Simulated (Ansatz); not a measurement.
Cost and result for the atomization energy of `O[CH2][SnH2][OH]` (10 atoms, 9 bonds).

```xyz
10

O    -0.394    0.961    1.857
C     0.520    0.502    0.878
Sn   -0.636   -0.403   -0.688
O     0.788   -0.992   -1.926
H     0.097    1.371    2.573
H     1.213   -0.251    1.272
H     1.112    1.315    0.444
H    -1.647    0.703   -1.516
H    -1.514   -1.781   -0.179
H     0.461   -1.425   -2.716
```

Charge 0, multiplicity 1. Correlated methods include outer-core shells of Sn, which these sets cover unevenly. Sn: def2 effective core potential. The structure was optimised at the PBE0-D4/def2-TZVP level. It is one conformer, not always the lowest. Program: Ansatz. All runs use 4 threads of an Arm Neoverse V2 on a shared host. Times are those of one run each, without the atoms' runs, and a repeat can differ threefold. Electronic energies, without spin–orbit coupling; frozen cores. CCSD(T)/CBS adds CCSD(T) − MP2 in def2-TZVPP to the MP2 limit, and its time is that of the two runs behind it. T1 = 0.012. With those shells the extrapolation isn't a true limit. B3LYP takes the VWN-RPA correlation (the form of Gaussian; ORCA's B3LYP/G).

CCSD(T)/CBS is a level of theory with its own doubt, some kJ/mol a heavy atom from the limit and from the frozen cores, so smaller differences don't rank the functionals.

```json
{"level": "PBE-D4/def2-TZVPP (with forces)", "functions": "227", "wall time": "1.7 s"}
{"level": "PBE0-D4/def2-TZVPP", "functions": "227", "wall time": "1.9 s"}
{"level": "B3LYP-D4/def2-TZVPP (with forces)", "functions": "227", "wall time": "2.9 s"}
{"level": "r2SCAN-D4/def2-TZVPP (with forces)", "functions": "227", "wall time": "3.1 s"}
{"level": "B2PLYP/def2-TZVPP", "functions": "227", "wall time": "3.5 s"}
{"level": "ωB97X-V/def2-TZVPP", "functions": "227", "wall time": "5.5 s"}
{"level": "ωB97M-V/def2-TZVPP (with forces)", "functions": "227", "wall time": "7.5 s"}
{"level": "MP2/def2-QZVPP", "functions": "433", "wall time": "13 s"}
{"level": "CCSD(T)/def2-TZVPP", "functions": "227", "wall time": "120 s"}
{"level": "CCSD(T)/CBS(def2)", "functions": "–", "wall time": "2.2 min"}
```

**Question.** What atomization energy does each give, and how far from CCSD(T)/CBS? (Estimate.)

**Answer.** Ansatz gave: 
```json
{"level": "PBE-D4/def2-TZVPP (with forces)", "atomization (kJ/mol)": "3282.9", "difference from CCSD(T)/CBS": "15.2", "per bond": "1.7"}
{"level": "PBE0-D4/def2-TZVPP", "atomization (kJ/mol)": "3203.7", "difference from CCSD(T)/CBS": "-64.0", "per bond": "-7.1"}
{"level": "B3LYP-D4/def2-TZVPP (with forces)", "atomization (kJ/mol)": "3219.5", "difference from CCSD(T)/CBS": "-48.2", "per bond": "-5.4"}
{"level": "r2SCAN-D4/def2-TZVPP (with forces)", "atomization (kJ/mol)": "3229.6", "difference from CCSD(T)/CBS": "-38.1", "per bond": "-4.2"}
{"level": "B2PLYP/def2-TZVPP", "atomization (kJ/mol)": "3188.7", "difference from CCSD(T)/CBS": "-79.0", "per bond": "-8.8"}
{"level": "ωB97X-V/def2-TZVPP", "atomization (kJ/mol)": "3251.1", "difference from CCSD(T)/CBS": "-16.6", "per bond": "-1.8"}
{"level": "ωB97M-V/def2-TZVPP (with forces)", "atomization (kJ/mol)": "3239.1", "difference from CCSD(T)/CBS": "-28.6", "per bond": "-3.2"}
{"level": "MP2/def2-QZVPP", "atomization (kJ/mol)": "3258.4", "difference from CCSD(T)/CBS": "-9.3", "per bond": "-1.0"}
{"level": "CCSD(T)/def2-TZVPP", "atomization (kJ/mol)": "3166.4", "difference from CCSD(T)/CBS": "-101.3", "per bond": "-11.2"}
{"level": "CCSD(T)/CBS(def2)", "atomization (kJ/mol)": "3267.7", "difference from CCSD(T)/CBS": "0.0", "per bond": "0.0"}
```

From PBE to PBE0 (25 % exact exchange), in def2-TZVPP and without D4, the atomization energy moves by −76.5 kJ/mol: exact exchange takes away binding that semilocal exchange gives to molecules. In def2-TZVPP, CCSD(T) changes the Hartree–Fock value by +967.3 kJ/mol (the triples alone add +53.6 kJ/mol) and MP2 by +998.6 kJ/mol; breaking electron pairs costs correlation energy, which Hartree–Fock lacks. The D4 term adds +26.9 kJ/mol with B3LYP and +14.1 kJ/mol with PBE0; it sums over pairs of atoms, weighted by their polarisabilities, and B3LYP, whose exchange is more repulsive, gets the larger term.

Spin–orbit coupling would lower the free Sn atoms strongly, and the atomization energy with them, by more than many differences here. For some Ge, Se and Sn compounds the MP2-based and the directly extrapolated limit differ by 10 to 25 kJ/mol.
